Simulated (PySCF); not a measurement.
**Correlation energy of Mg (magnesium, neutral)**

[Ne] 3s2, closed-shell 1S. All numbers are calculated (PySCF 2.14, the non-relativistic Hamiltonian (point nucleus), in aug-cc-pVTZ with one added diffuse shell each of s, p, d, f type (7s6p4d3f, 66 functions)). Frozen: [Ne]; 2 electrons correlated.

With two correlated electrons CCSD is exact within the correlated space (frozen core and kept virtual orbitals).

```json
{"level": "CCSD", "correlation energy (mhartree)": "-33.76"}
```

Diagnostics: T1 = 0.016, D1 = 0.0231, largest double amplitude 0.074.

Cost of the coupled-cluster step: roughly 0.8 core-seconds, for 2 correlated electrons.

Iterations:

```
CC2 = 0
CCSD nocc = 1, nmo = 61
frozen orbitals [0, 1, 2, 3, 4]
max_cycle = 100
direct = 0
conv_tol = 1e-08
conv_tol_normt = 1e-06
diis_space = 8
diis_start_cycle = 0
Init t2, MP2 energy = -199.637077567123  E_corr(MP2) -0.0237255048924931
Init E_corr(CCSD) = -0.0237255048944529
cycle = 1  E_corr(CCSD) = -0.0288558606740838  dE = -0.00513035578  norm(t1,t2) = 0.0482335
cycle = 2  E_corr(CCSD) = -0.0312523147032801  dE = -0.00239645403  norm(t1,t2) = 0.0249372
cycle = 3  E_corr(CCSD) = -0.0337633503040293  dE = -0.0025110356  norm(t1,t2) = 0.0133725
cycle = 4  E_corr(CCSD) = -0.0337424835501907  dE = 2.08667538e-05  norm(t1,t2) = 0.00112251
cycle = 5  E_corr(CCSD) = -0.0337584673539307  dE = -1.59838037e-05  norm(t1,t2) = 0.000134171
cycle = 6  E_corr(CCSD) = -0.0337582298704786  dE = 2.37483452e-07  norm(t1,t2) = 3.39898e-05
cycle = 7  E_corr(CCSD) = -0.0337559446889377  dE = 2.28518154e-06  norm(t1,t2) = 1.15354e-05
cycle = 8  E_corr(CCSD) = -0.0337563300059514  dE = -3.85317014e-07  norm(t1,t2) = 3.33397e-06
cycle = 9  E_corr(CCSD) = -0.0337564578711332  dE = -1.27865182e-07  norm(t1,t2) = 7.33542e-07
cycle = 10  E_corr(CCSD) = -0.0337563961428257  dE = 6.17283075e-08  norm(t1,t2) = 3.45016e-07
cycle = 11  E_corr(CCSD) = -0.0337563983563125  dE = -2.21348676e-09  norm(t1,t2) = 2.72527e-08
CCSD converged
E(CCSD) = -199.6471084605865  E_corr = -0.03375639835631247
```
